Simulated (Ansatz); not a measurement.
Geometry optimisation, Ansatz, RHF/def2-SVP.

Input:

```yaml
crystal:
  periodic: [false, false, false]
  atoms:
    - { symbol: W, position_ang: [0.0, 0.0, 0.0] }
    - { symbol: Cl, position_ang: [0.0, 0.0, 2.74] }
    - { symbol: Cl, position_ang: [2.39, 0.0, 0.0] }
    - { symbol: O, position_ang: [0.0, 1.94, 0.0] }
    - { symbol: H, position_ang: [-0.6343, 2.2771, -0.71] }
    - { symbol: Cl, position_ang: [-2.39, 0.0, 0.0] }
    - { symbol: Cl, position_ang: [0.0, -2.39, 0.0] }
    - { symbol: Cl, position_ang: [0.0, 0.0, -2.39] }
    - { symbol: F, position_ang: [1.4082, -1.4764, 0.6779] }
    - { symbol: H, position_ang: [1.038, -1.0883, 1.856] }
basis:
  gaussian: { orbitals: def2-SVP }
hamiltonian:
  xc: hf
relax:
  f_tol: 0.15
  max_steps: 25
  restrain:
    - { distance: [0, 8], at: 1.85, k: 30.0 }
    - { distance: [9, 1], at: 1.37, k: 30.0 }
    - { distance: [0, 1], at: 3.59, k: 30.0 }
    - { distance: [9, 8], at: 2.12, k: 30.0 }
output:
  orbitals: {}
```

Command:

```bash
$ ansatz run input.yaml --threads 4 --pin off --max-ram 5120MiB --backend cpu --events-out ev --progress --plain --runs-dir out
```

Task: Where does it end, and by what steps?

Result: It did not converge within its limit. The restraints hold the end off the free minimum. After 24 steps the energy has fallen by 9.867 eV (the restraints' own energy left out); Cl7 moved furthest, 2.40 Å. Parted: W1–Cl2 (2.74 → 3.59 Å), W1–Cl7 (2.39 → 4.28 Å), Cl7–F9 (1.81 → 3.71 Å). Joined: Cl2–H10 (1.74 → 1.33 Å), Cl6–Cl7 (3.38 → 2.01 Å).

```
step  energy less start (eV)  largest force component (eV/Å)  accepted
   0                  0.0000                           5.938       yes
   1                 -1.5977                           4.725       yes
   2                 -2.7351                           4.300       yes
   3                 -3.8204                           3.661       yes
   4                 -4.3427                           3.071       yes
   5                 -4.7721                           4.237       yes
   6                 -5.3869                           3.213       yes
   7                 -6.0086                           2.303       yes
   8                 -6.6700                           1.108       yes
   9                 -6.8011                           1.122       yes
  10                 -6.7597                           2.480       yes
  11                 -6.9865                           2.429       yes
  12                 -7.2302                           1.659       yes
  13                 -7.4087                           2.375       yes
  14                 -7.6750                           1.561       yes
  15                 -7.9335                           1.283       yes
  16                 -8.1670                           1.149       yes
  17                 -8.5186                           1.924       yes
  18                 -8.9813                           2.656       yes
  19                 -9.4309                           1.448       yes
  20                 -9.4696                           1.674       yes
  21                 -9.6872                           1.436       yes
  22                 -9.6561                           1.741        no
  23                 -9.8137                           1.225       yes
  24                 -9.8673                           1.149       yes
```

```xyz
10
Properties=species:S:1:pos:R:3
W 0.801 0.353 -0.551
Cl 0.537 -0.166 2.990
Cl 2.916 1.309 -0.649
O -0.272 1.805 -0.182
H -0.928 2.035 0.465
Cl -1.857 -1.284 -0.602
Cl -2.124 -2.290 1.119
Cl 0.445 -0.028 -2.827
F 1.315 -1.292 0.156
H 0.978 -1.179 2.255
```

Time of the run: 110 s on 4 threads of Arm Neoverse V2, on a shared host, peak memory 0.62 GiB.
